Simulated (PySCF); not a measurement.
CH₂N, multiplicity 2. Atoms are numbered in the order given.

```xyz
4

C      0.0000     0.0000     0.5009
N      0.0000     0.0000    -0.7366
H      0.0000    -0.9360     1.0754
H      0.0000     0.9360     1.0754
```
Charge 0, spin multiplicity 2.

The structure is a stationary point at B3LYP-D3(BJ)/def2-TZVPD. The isomer is the one that the SMILES or the coordinates give; other isomers of the formula were not compared.

The numbers are results of SMD-PBE0/6-31G* run with PySCF, not measurements.

Solvation free energies are E(SMD) − E(gas) at the gas-phase geometry, for 1 M in both phases. In vacuum the dipole moment is 2.38 D.

Problem. Estimate the solvation free energies in water, dichloromethane, acetone. (An estimate is asked for; the answer gives what the named calculation found.)

Solution. 
```csv
solvent,ΔG(solv) (kcal/mol),its non-electrostatic (CDS) part,dipole (D)
water,-3.2,1.6,3.13
dichloromethane,-2.6,1.5,3.01
acetone,-2.7,1.8,3.08
```
